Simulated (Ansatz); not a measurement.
Basis-set extrapolation for `CC(=O)C=C(C)C` (PBE0-D4/def2-TZVP geometry, frozen core, Ansatz). Multiplicity 1, RHF reference.

```tsv
	def2-TZVPP	def2-QZVPP
HF	-307.996888	-308.010980
MP2 correlation	-1.231295	-1.312757
CCSD(T) correlation	-1.338764	not run
```

Energies in hartree. Use E(X) = E(∞) + A·exp(−7.88·√X) for Hartree–Fock and E(X) = E(∞) + B·X^(−2.97) for correlation, with X = 3 and 4, and add CCSD(T) minus MP2 of the smaller set to the MP2 limit.

Q: What is the CCSD(T) energy at the basis-set limit?

A: HF limit: -308.010980 + (-0.014092) × 0.13774 = -308.01292. MP2 limit: -1.312757 + (-0.081462) × 0.74074 = -1.37310. Higher-order term: -1.338764 − (-1.231295) = -0.10747. Total: -309.49349 hartree, 99.0 kcal/mol below CCSD(T)/def2-TZVPP.
